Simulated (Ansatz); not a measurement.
C6H4Cl, SMILES c1cc(Cl)cc[c]1, multiplicity 2.

Coordinates come from a PBE0-D3(BJ)/def2-SVP optimisation. The isomer is the one that the SMILES or the coordinates give; other isomers of the formula were not compared.

Two levels are set side by side: PBE/def2-SVPD (Ansatz, a program for electronic structure) and PBE0/def2-SVPD (Ansatz). Energy differences of separate SCF runs at the same geometry; the states with an electron removed or added have multiplicity 3 and 1. Differences are taken from unrounded values.

| quantity | PBE0 |
|---|---|
| vertical ionisation energy (eV) | 9.11 |
| vertical electron affinity (eV) | 0.82 |

Problem. What does PBE give, and how far is it from PBE0? (An estimate is asked for; the answer gives what the named calculation found.)

Solution. 
```
quantity                          PBE  PBE minus PBE0
-------------------------------  ----  --------------
vertical ionisation energy (eV)  8.98           -0.13
vertical electron affinity (eV)  0.89            0.07
```
